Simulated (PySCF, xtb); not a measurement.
B(CCH)(Cl)2 (C₂HBCl₂), SMILES C#CB(Cl)Cl.

xtb 6.7.1 with GFN2-xTB at its own geometry gives an orbital gap of 3.82 eV and a dipole moment of 1.84 D.

The structure is a stationary point at PBE-D3(BJ)/def2-SVP.

Problem. What does B3LYP/def2-TZVP (PySCF) give? (The exact figures need the calculation; the answer reports its results.)

Solution. gap 5.70 eV (levels -8.29 and -2.58 eV), dipole 1.71 D.
